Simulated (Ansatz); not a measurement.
The inner images of a band of CH$_{6}$Sn (8 atoms, charge 0, multiplicity 1) are given out of order.

Theory: Ansatz 0.2.0, RKS PBE0/def2-SVP.

First end point:

```xyz
8
Properties=species:S:1:pos:R:3
Sn 0.218 0.038 0.150
H 0.104 -0.019 1.861
H 1.876 0.163 -0.279
C -0.886 1.718 -0.621
H -1.960 1.482 -0.640
H -0.725 2.599 0.017
H -0.553 1.949 -1.642
H -0.410 -1.423 -0.496
```

Last end point:

```xyz
8
Properties=species:S:1:pos:R:3
Sn -0.880 -0.154 0.674
H 1.496 0.188 1.039
H 1.543 0.023 0.285
C -0.995 1.672 -0.568
H -1.931 1.599 -1.150
H -1.054 2.580 0.050
H -0.168 1.764 -1.286
H -0.347 -1.168 -0.695
```

Question: Put them in order from the first end to the last, with their energies above the first end.
A.
```xyz
8
Properties=species:S:1:pos:R:3
Sn 0.098 0.005 0.202
H 0.257 -0.115 1.900
H 1.730 0.360 -0.127
C -0.943 1.699 -0.632
H -2.041 1.709 -0.599
H -0.554 2.592 -0.125
H -0.617 1.731 -1.682
H -0.264 -1.475 -0.587
```
B.
```xyz
8
Properties=species:S:1:pos:R:3
Sn -0.238 -0.084 0.286
H 0.699 -0.029 1.689
H 1.478 0.317 0.146
C -0.980 1.707 -0.642
H -2.070 1.804 -0.651
H -0.530 2.549 -0.101
H -0.592 1.694 -1.671
H -0.103 -1.453 -0.707
```
C.
```xyz
8
Properties=species:S:1:pos:R:3
Sn -0.439 -0.148 0.352
H 0.857 0.016 1.498
H 1.425 0.279 0.300
C -0.966 1.706 -0.645
H -2.059 1.810 -0.648
H -0.526 2.544 -0.086
H -0.586 1.706 -1.674
H -0.043 -1.408 -0.748
```
D.
```xyz
8
Properties=species:S:1:pos:R:3
Sn 0.206 0.036 0.166
H 0.030 -0.087 1.868
H 1.871 0.265 -0.180
C -0.895 1.708 -0.627
H -1.978 1.576 -0.498
H -0.583 2.630 -0.118
H -0.672 1.806 -1.699
H -0.315 -1.428 -0.561
```
E.
```xyz
8
Properties=species:S:1:pos:R:3
Sn -0.898 -0.234 0.559
H 1.378 0.220 1.163
H 1.511 0.126 0.406
C -0.990 1.646 -0.605
H -2.039 1.764 -0.929
H -0.751 2.511 0.033
H -0.352 1.657 -1.500
H -0.193 -1.184 -0.778
```
F.
```xyz
8
Properties=species:S:1:pos:R:3
Sn -0.052 -0.033 0.232
H 0.501 -0.078 1.834
H 1.588 0.353 0.000
C -0.977 1.703 -0.637
H -2.070 1.782 -0.639
H -0.537 2.563 -0.114
H -0.603 1.699 -1.672
H -0.185 -1.483 -0.654
```
G.
```xyz
8
Properties=species:S:1:pos:R:3
Sn -0.793 -0.263 0.436
H 1.154 0.117 1.266
H 1.432 0.235 0.529
C -0.966 1.662 -0.648
H -2.052 1.853 -0.677
H -0.519 2.487 -0.068
H -0.573 1.681 -1.673
H -0.018 -1.266 -0.815
```

Answer: D (-0.1 kcal/mol), A (+3.4 kcal/mol), F (+15.6 kcal/mol), B (+36.5 kcal/mol), C (+50.0 kcal/mol), G (+23.4 kcal/mol), E (+21.7 kcal/mol).

Time of the run: 5.2 min on 1 thread of Arm Neoverse V1, on a shared host, peak memory 0.14 GiB.
